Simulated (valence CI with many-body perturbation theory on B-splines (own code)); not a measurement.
E1 transitions of Cs³⁹⁺

Calculated by valence CI with perturbative core correlation (CI+MBPT): six valence electrons over a frozen Dirac-Fock core [Ne], a basis of 9 s, 9 p, 8 d, 6 f, 3 g, 1 h functions for each j, with the one-electron correlation potential Σ1 (screened to all orders), the two-electron term Σ2, the three-electron term Σ3, Breit, model QED; selected single and double excitations, second order for the rest, scaled by the run's own slope (own B-spline code, finite nucleus).

The last digits are not significant, and no measured levels were compared; by estimate large intervals hold to a few tenths of a per cent, small ones and those within an open d or f shell to about a per cent. Among the levels kept, up to 1100 cm⁻¹ of a level comes from second order outside the variational space, and about a tenth of that is noise between levels of different J, which matters for small intervals.

Lines 51 to 85 of 85 in falling wavelength, among levels below 303.33 eV, chosen from the strongest by gf and those to the six lowest levels. Wavelengths and rates use the calculated energies. Electric multipoles are in the length gauge with retardation, E1 and E2 with the static RPA response of the core. Weak lines are less certain than strong ones. Lines between different terms over intervals too small for the method are left out, as are lines whose strength nearly cancels. The highest levels of a list are the least certain.

Levels are named by their leading jj configuration (3d3/2^4 stands for four electrons in 3d with j = 3/2), which in mixed levels can hold well under half, so a name can repeat and another be missing. Letters in brackets count levels of one name in rising energy.

| λ vac (nm) | Upper | Lower | A (s⁻¹) | log gf | Branch % |
| --- | --- | --- | --- | --- | --- |
| 6.301 | (3s^2 3p1/2 3p3/2^2 3d5/2) J=2 [b] | (3s^2 3p1/2 3p3/2^3) J=2 | 5.35e+10 | -0.80 | 28.6 |
| 6.265 | (3s^2 3p1/2^2 3p3/2 3d5/2) J=3 | (3s^2 3p1/2^2 3p3/2^2) J=2 | 1.22e+11 | -0.30 | 100.0 |
| 6.232 | (3s^2 3p1/2 3p3/2^2 3d3/2) J=1 [c] | (3s^2 3p1/2 3p3/2^3) J=1 | 3.63e+10 | -1.20 | 4.7 |
| 6.161 | (3s^2 3p1/2 3p3/2^2 3d5/2) J=1 [b] | (3s^2 3p1/2 3p3/2^3) J=2 | 5.25e+09 | -2.05 | 1.4 |
| 6.143 | (3s^2 3p1/2 3p3/2^2 3d5/2) J=3 [c] | (3s^2 3p1/2 3p3/2^3) J=2 | 1.65e+11 | -0.18 | 86.2 |
| 6.134 | (3s^2 3p1/2^2 3p3/2 3d5/2) J=1 | (3s^2 3p1/2^2 3p3/2^2) J=2 | 5.59e+10 | -1.02 | 68.7 |
| 6.083 | (3s^2 3p1/2 3p3/2^2 3d5/2) J=2 [b] | (3s^2 3p1/2 3p3/2^3) J=1 | 9.44e+10 | -0.58 | 50.5 |
| 6.047 | (3s 3p1/2^2 3p3/2^3) J=1 | (3s^2 3p1/2^2 3p3/2^2) J=0 | 9.12e+10 | -0.82 | 55.6 |
| 6.034 | (3s 3p1/2^2 3p3/2^3) J=2 | (3s^2 3p1/2^2 3p3/2^2) J=2 | 1.31e+11 | -0.45 | 92.9 |
| 5.952 | (3s^2 3p1/2 3p3/2^2 3d5/2) J=1 [b] | (3s^2 3p1/2 3p3/2^3) J=1 | 1.57e+11 | -0.60 | 40.6 |
| 5.949 | (3s^2 3p1/2 3p3/2^2 3d5/2) J=2 [c] | (3s^2 3p1/2 3p3/2^3) J=2 | 1.84e+11 | -0.31 | 43.0 |
| 5.878 | (3s 3p1/2 3p3/2^4) J=0 | (3s^2 3p1/2 3p3/2^3) J=1 | 1.96e+11 | -0.99 | 100.0 |
| 5.754 | (3s^2 3p1/2 3p3/2^2 3d5/2) J=2 [c] | (3s^2 3p1/2 3p3/2^3) J=1 | 2.39e+11 | -0.23 | 55.8 |
| 5.685 | (3s 3p1/2^2 3p3/2^3) J=1 | (3s^2 3p1/2^2 3p3/2^2) J=2 | 5.86e+10 | -1.07 | 35.8 |
| 5.533 | (3s^2 3p1/2 3p3/2^2 3d3/2) J=1 [a] | (3s^2 3p1/2^2 3p3/2^2) J=0 | 1.64e+10 | -1.65 | 45.8 |
| 5.248 | (3s^2 3p1/2 3p3/2^2 3d3/2) J=2 [a] | (3s^2 3p1/2^2 3p3/2^2) J=2 | 4.51e+09 | -2.03 | 93.7 |
| 5.229 | (3s^2 3p1/2 3p3/2^2 3d3/2) J=1 [a] | (3s^2 3p1/2^2 3p3/2^2) J=2 | 1.71e+10 | -1.68 | 47.7 |
| 5.139 | (3s^2 3p1/2 3p3/2^2 3d3/2) J=3 [a] | (3s^2 3p1/2^2 3p3/2^2) J=2 | 5.96e+09 | -1.78 | 98.2 |
| 4.995 | (3s^2 3p1/2 3p3/2^2 3d5/2) J=1 [a] | (3s^2 3p1/2^2 3p3/2^2) J=0 | 6.91e+08 | -3.11 | 9.6 |
| 4.861 | (3s^2 3p1/2 3p3/2^2 3d5/2) J=3 [a] | (3s^2 3p1/2^2 3p3/2^2) J=2 | 1.14e+10 | -1.55 | 98.4 |
| 4.841 | (3s^2 3p1/2 3p3/2^2 3d3/2) J=2 [b] | (3s^2 3p1/2^2 3p3/2^2) J=2 | 5.20e+10 | -1.04 | 98.9 |
| 4.793 | (3s^2 3p1/2 3p3/2^2 3d3/2) J=1 [b] | (3s^2 3p1/2^2 3p3/2^2) J=0 | 5.76e+05 | -6.23 | 0.0 |
| 4.746 | (3s^2 3p1/2 3p3/2^2 3d5/2) J=1 [a] | (3s^2 3p1/2^2 3p3/2^2) J=2 | 5.45e+09 | -2.26 | 75.4 |
| 4.614 | (3s^2 3p1/2 3p3/2^2 3d3/2) J=1 [c] | (3s^2 3p1/2^2 3p3/2^2) J=0 | 5.71e+11 | -0.26 | 73.2 |
| 4.611 | (3s^2 3p1/2 3p3/2^2 3d3/2) J=3 [b] | (3s^2 3p1/2^2 3p3/2^2) J=2 | 6.22e+11 | 0.14 | 99.8 |
| 4.584 | (3s^2 3p1/2 3p3/2^2 3d3/2) J=2 [c] | (3s^2 3p1/2^2 3p3/2^2) J=2 | 7.21e+11 | 0.06 | 98.5 |
| 4.563 | (3s^2 3p1/2 3p3/2^2 3d3/2) J=1 [b] | (3s^2 3p1/2^2 3p3/2^2) J=2 | 7.26e+11 | -0.17 | 99.5 |
| 4.459 | (3s^2 3p1/2 3p3/2^2 3d5/2) J=1 [b] | (3s^2 3p1/2^2 3p3/2^2) J=0 | 1.89e+11 | -0.77 | 48.8 |
| 4.438 | (3s^2 3p1/2 3p3/2^2 3d5/2) J=2 [a] | (3s^2 3p1/2^2 3p3/2^2) J=2 | 2.93e+09 | -2.36 | 36.8 |
| 4.401 | (3s^2 3p1/2 3p3/2^2 3d3/2) J=1 [c] | (3s^2 3p1/2^2 3p3/2^2) J=2 | 1.66e+11 | -0.84 | 21.3 |
| 4.359 | (3s^2 3p1/2 3p3/2^2 3d5/2) J=3 [b] | (3s^2 3p1/2^2 3p3/2^2) J=2 | 1.69e+06 | -5.47 | 0.1 |
| 4.326 | (3s^2 3p1/2 3p3/2^2 3d5/2) J=2 [b] | (3s^2 3p1/2^2 3p3/2^2) J=2 | 3.91e+10 | -1.26 | 20.9 |
| 4.260 | (3s^2 3p1/2 3p3/2^2 3d5/2) J=1 [b] | (3s^2 3p1/2^2 3p3/2^2) J=2 | 3.55e+10 | -1.54 | 9.2 |
| 4.251 | (3s^2 3p1/2 3p3/2^2 3d5/2) J=3 [c] | (3s^2 3p1/2^2 3p3/2^2) J=2 | 2.64e+10 | -1.30 | 13.8 |
| 4.157 | (3s^2 3p1/2 3p3/2^2 3d5/2) J=2 [c] | (3s^2 3p1/2^2 3p3/2^2) J=2 | 5.11e+09 | -2.18 | 1.2 |

Question: How does gf follow from A for the line at 4.251 nm?

Answer: gf = 1.4992 × (2J+1)_upper × A / σ², with σ = 2352476 cm⁻¹ and 2J+1 = 7: gf = 0.0501.
